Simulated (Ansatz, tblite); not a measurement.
Removing and adding an electron: Si(NH2)4 (SiN₄H₈). The state is a singlet with charge 0. Geometry: r2SCAN-D4/def2-SVP. Ansatz, gas phase; energy differences of separate SCF runs; the oxidised species was run as a doublet alone; the reduced species was run as a doublet alone.

```
atom   x (Å)   y (Å)   z (Å)
 Si1   0.000   0.000   0.000
  N2  -0.717   0.705   1.413
  H3  -1.110   0.092   2.119
  H4  -1.287   1.539   1.307
  N5   0.960  -1.279   0.669
  H6   1.531  -1.086   1.486
  H7   1.444  -1.910   0.038
  N8   0.635   1.386  -0.827
  H9   1.145   2.082  -0.292
 H10   1.058   1.259  -1.741
 N11  -0.879  -0.812  -1.255
 H12  -1.302  -1.712  -1.053
 H13  -1.478  -0.264  -1.865
```

The xTB rows come from tblite. HOMO above LUMO, or a gap near zero within one spin, warns that the state may not be the lowest or that an electron is smeared out.

Question: Estimate orbital energies and vertical ionisation energies and electron affinities at: GFN1-xTB; GFN2-xTB; LDA (SPW92)/def2-TZVP; LDA (SPW92)/def2-TZVPD; PBE-D4/def2-TZVP; PBE-D4/def2-TZVPD; PBE0-D4/def2-TZVP; PBE0-D4/def2-TZVPD.

Answer: 
| level | −HOMO (eV) | vertical IE (eV) | −LUMO (eV) | vertical EA (eV) | HOMO–LUMO gap (eV) | IE − EA (eV) | remarks |
| --- | --- | --- | --- | --- | --- | --- | --- |
| GFN1-xTB | 10.03 | 13.02 | 2.97 | 0.35 | 7.06 | 12.67 | – |
| GFN2-xTB | 9.54 | 12.63 | 1.89 | -1.35 | 7.65 | 13.98 | – |
| LDA (SPW92)/def2-TZVP | 5.46 | 8.34 | 0.11 | – | 5.35 | – | gap within one spin near zero (+1 doublet) |
| LDA (SPW92)/def2-TZVPD | 5.59 | – | 0.76 | -0.57 | 4.83 | – | HOMO above zero (-1 doublet) |
| PBE-D4/def2-TZVP | 5.30 | 8.17 | -0.02 | – | 5.31 | – | gap within one spin near zero (+1 doublet) |
| PBE-D4/def2-TZVPD | 5.43 | – | 0.70 | -0.67 | 4.73 | – | HOMO above zero (-1 doublet) |
| PBE0-D4/def2-TZVP | 6.75 | 8.71 | -0.83 | – | 7.59 | – | – |
| PBE0-D4/def2-TZVPD | 6.85 | – | 0.06 | -0.85 | 6.79 | – | HOMO above zero (-1 doublet) |

   A HOMO above zero means that the electron is unbound at that level or that self-interaction error raises the level; the energy of removing that electron tells which. Raw xTB energy differences between charge states are shifted by several eV; the methods need an empirical correction for them. A negative affinity means that the extra electron isn't bound; its size then hangs on the basis.
